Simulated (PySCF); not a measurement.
## Spinor energies of Se²⁹⁺ (selenium, charge +29)

Start: [He] 2s2 2p1; 2p3/2 filled at m_j = +3/2. Calculated with PySCF 2.14 in an uncontracted even-tempered set (17 s from 10 bohr⁻², ratio 2.4; 12 p from 13 bohr⁻², ratio 2.4; 5 d from 45 bohr⁻², ratio 2.6; 4 f from 67 bohr⁻², ratio 2.6): generalised Hartree-Fock with the X2C-1e Hamiltonian and a Gaussian nucleus; one run each with spin-orbit coupling (SO) screened by Boettger's factors, then bare. This is a chosen level, not necessarily the ground level.

```
spinor shell  electrons  ε, screened SO (eV)  ε, bare SO (eV)  weight of nominal j (bare SO)  rms radius, bare SO (bohr)
       1s1/2          2             -14819.0         -14819.1                          1.000                      0.0504
       2s1/2          2              -3372.2          -3372.2                          1.000                       0.198
       2p3/2          1              -3258.8          -3257.8                          1.000                       0.172
```

| quantity | screened SO | bare SO |
| --- | --- | --- |
| E (hartree) | -1534.56752 | -1534.53167 |
| M_J | 3/2 | 3/2 |
| ⟨J²⟩ | 3.750 | 3.750 |
| ⟨L²⟩ | 2.000 | 2.000 |
| ⟨S²⟩ | 0.750 | 0.750 |

Each row is a mean over spinors that exchange with the open shell spreads, by up to 27.025 eV (2s1/2).
